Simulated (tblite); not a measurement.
Compound: C4H6F2SSi.
Structure used (GFN2-xTB), in Å, numbered top down from 1:
```xyz
14
C4H6F2SSi angstrom
F     -1.152    0.095   -1.760
C     -1.069    0.628   -0.481
C      0.303    1.289   -0.328
Si     1.479   -0.179   -0.015
F      2.353    0.107    1.311
C      0.055   -1.396    0.380
C     -1.115   -0.497    0.523
S     -2.223   -0.571    1.699
H     -1.911    1.319   -0.380
H      0.515    1.885   -1.213
H      0.279    1.964    0.527
H      2.414   -0.570   -1.048
H      0.176   -2.033    1.253
H     -0.105   -2.041   -0.488
```

Method: GFN2-xTB as coded in tblite; computed harmonic values from a numerical Hessian at the method's own geometry, unscaled. Errors from tens to a few hundred cm⁻¹ against measured bands are possible. Modes of hydrogen on silicon can be 10 to 20 % off. One conformer, not necessarily the lowest.

Harmonic wavenumbers (cm⁻¹): 49.7, 80.9, 165.9, 184.7, 229.9, 272.0, 352.8, 378.9, 526.1, 559.4, 571.0, 620.4, 699.8, 733.6, 758.0, 765.1, 832.8, 859.2, 940.3, 1002.5, 1030.2, 1099.2, 1137.2, 1170.0, 1187.8, 1243.6, 1270.1, 1321.1, 1419.2, 1442.4, 2407.2, 2955.2, 2959.6, 3000.3, 3020.8, 3024.8.

A = 1972, B = 1124, C = 859.4 MHz; mass 151.993 u (most abundant isotopes); point group C1, symmetry number 1.

Question: Zero-point energy?

Answer: ½Σν̃ = 20136 cm⁻¹ = 240.88 kJ/mol.

Question: What is S at 500 K and 1 bar for an ideal gas of classical rigid rotors and harmonic oscillators?

Answer: Translation 182.26, rotation 129.93, vibration 167.66: S = 479.8 J/(mol K).

Question: And Cp and H(500 K) − H(0)?

Answer: Cp = 199.67 J/(mol K), of which vibrations give 166.41 (their classical limit is 36 R = 299.3); H(500 K) − H(0) = 60.37 kJ/mol without the zero-point energy, 43.74 from vibrations.

Question: Blend soft modes into free rotors: weight 1/[1 + (100 cm⁻¹/ν̃)⁴] for the oscillator and the rest for a rotor with moment μB/(μ + B), μ = h/(8π²ν), B = 10⁻⁴⁴ kg m². What vibrational entropy results?

Answer: 156.26 J/(mol K) in place of 167.66, which changes −T·S at 500 K by +5.70 kJ/mol.

Question: What must be added to the electronic energy to get the Gibbs energy at 500 K and 1 bar?

Answer: ZPE + [H(500 K) − H(0)] − T·S = 240.88 + 60.37 − 239.92 = 61.33 kJ/mol.

Question: Which modes carry the vibrational entropy at 500 K?

Answer: 49.7 cm⁻¹: 24.49; 80.9 cm⁻¹: 20.45; 165.9 cm⁻¹: 14.54; 184.7 cm⁻¹: 13.67; 229.9 cm⁻¹: 11.90; 272.0 cm⁻¹: 10.56 J/(mol K); the other 30 give 72.05 together.

Question: How do the functions run with temperature in this model?

Answer: 
```json
{"T (K)": "50", "S (J/(mol K))": "245.4", "Cp (J/(mol K))": "49.2", "H − H(0) (kJ/mol)": "1.99", "G − H(0) (kJ/mol)": "-10.28", "ln q(vib)": "0.39"}
{"T (K)": "100", "S (J/(mol K))": "285.4", "Cp (J/(mol K))": "68.1", "H − H(0) (kJ/mol)": "4.93", "G − H(0) (kJ/mol)": "-23.61", "ln q(vib)": "1.28"}
{"T (K)": "298.15", "S (J/(mol K))": "392.0", "Cp (J/(mol K))": "140.7", "H − H(0) (kJ/mol)": "25.56", "G − H(0) (kJ/mol)": "-91.32", "ln q(vib)": "5.36"}
{"T (K)": "373.15", "S (J/(mol K))": "426.4", "Cp (J/(mol K))": "165.8", "H − H(0) (kJ/mol)": "37.08", "G − H(0) (kJ/mol)": "-122.02", "ln q(vib)": "6.95"}
{"T (K)": "750", "S (J/(mol K))": "569.7", "Cp (J/(mol K))": "242.4", "H − H(0) (kJ/mol)": "116.13", "G − H(0) (kJ/mol)": "-311.15", "ln q(vib)": "14.73"}
{"T (K)": "1000", "S (J/(mol K))": "643.2", "Cp (J/(mol K))": "268.1", "H − H(0) (kJ/mol)": "180.18", "G − H(0) (kJ/mol)": "-463.05", "ln q(vib)": "19.37"}
```

q(vib) and H(0) count from the zero-point level.

Hindered rotation and anharmonicity are outside this model. Other conformers, if any are populated, would add a mixing term that is left out. The structure is chiral; the term R ln 2 for an equal mix with its mirror image is left out.

On an Arm Neoverse N1 with one thread, shared host with 64 logical CPUs at a one-minute load of 60, this took 0.89 s of wall time. The figure is for the frequency step alone.
